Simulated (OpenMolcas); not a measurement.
Levels of Ar3+ by method

```json
{
 "Program": "OpenMolcas",
 "Basis": "ANO-RCC-VTZP [5s4p2d1f]",
 "Scalar Hamiltonian": "DKH2, point nucleus",
 "Active space": "5 electrons in 9 orbitals (RAS2 3s 3p; RAS3 3d, at most 2 electrons)",
 "State averaging": "2S+1 = 4 odd, 1 root; 2S+1 = 2 odd, 11 roots; 2S+1 = 4 even, 3 roots; 2S+1 = 2 even, 9 roots",
 "Spin-orbit coupling": "state interaction with AMFI integrals over the reference wave functions, term energies averaged over their components"
}
```

Methods on the same reference wave functions:
A. RASSCF
B. SS-RASPT2, IPEA 0.25 Eh, imaginary shift 0.1 Eh (closed shells correlated: 2s 2p)
C. MS-RASPT2, IPEA 0.25 Eh, imaginary shift 0.1 Eh (closed shells correlated: 2s 2p)
D. XMS-RASPT2, IPEA 0.25 Eh, imaginary shift 0.1 Eh (closed shells correlated: 2s 2p)

Energies in cm⁻¹ above 3s² 3p³ ⁴S°_3/2, the measured ground level; measured values from Saloman, J. Phys. Chem. Ref. Data 39, 033101 (2010).

```
          Level       A       B       C       D  Measured
3s² 3p³ ⁴S°_3/2     0.0     0.0     0.0     0.0       0.0
3s² 3p³ ²D°_3/2   25053   22030   22030   21920     21091
3s² 3p³ ²D°_5/2   25156   22130   22130   22020     21220
3s² 3p³ ²P°_1/2   39219   36220   36170   36240     34855
3s² 3p³ ²P°_3/2   39326   36330   36290   36350     35032
  3s 3p⁴ ⁴P_5/2  118380  118430  118430  118240    117563
  3s 3p⁴ ⁴P_3/2  119248  119290  119290  119110    118516
  3s 3p⁴ ⁴P_1/2  119745  119790  119790  119610    119043
  3s 3p⁴ ²D_3/2  152495  150090  150090  149910    145921
  3s 3p⁴ ²D_5/2  152528  150130  150130  149940    145999
```

Deviations, from unrounded energies. A percentage is the sum of absolute deviations over the sum of measured energies, with the sign that they share, or ± where signs differ.

```json
{"Against measurement": "mean absolute deviation (cm-1)", "Levels": "9", "A": "3500", "B": "1700", "C": "1700", "D": "1600"}
{"Against measurement": "other terms of the ground configuration (%)", "Levels": "4", "A": "+14.8", "B": "+4.0", "C": "+3.9", "D": "+3.9"}
{"Against measurement": "other configurations (%)", "Levels": "5", "A": "+2.4", "B": "+1.7", "C": "+1.7", "D": "+1.5"}
```

D lies closest to measurement on these levels and A furthest from it. The largest miss of D in the table is 3s 3p⁴ ²D_3/2, by +4000 cm-1. The ranking rests on the paired levels alone, and a cruder setting can come out closer through cancelling errors.

Among B to D the level of the table that moves most is 3s 3p⁴ ⁴P_5/2, by 180 cm-1 (lowest in D, highest in C). Moves below CASPT2's spread within the term are not significant.

The mean deviations of B to D differ by less than CASPT2's widest spread within a term (290 cm-1), so their order carries little weight.

From A to B the spin-free energies of the other terms of 3s² 3p³ shown, above ⁴S°, scale by factors of 0.88 to 0.92.

The lowest spin-free term lies below A's lowest term by 0.057 hartree in B, 0.057 hartree in C, 0.057 hartree in D.

CASPT2 does not keep the components of a term degenerate, so their means are used; among the terms shown or strongly mixed into the levels shown the widest spread is 290 cm-1 (3s 3p⁴ ²D, D). The run also gave levels led by 3s² 3p² 3d, which use shells meant for correlation; these and all levels above them are left out. Some terms mix strongly with configurations of 3d, whose occupation reaches 0.26 (3s 3p⁴ ²D). Measured partners are found by configuration, term and J. A level has none where our copy of the source lacks it or the pairing is in doubt (some pairs that miss far off the trend of their configuration count as doubtful), and it then counts in no deviation. Levels of configurations outside the active space are missing. The table leaves out levels that lie high or whose names do not pair safely across all columns.

° marks odd parity.
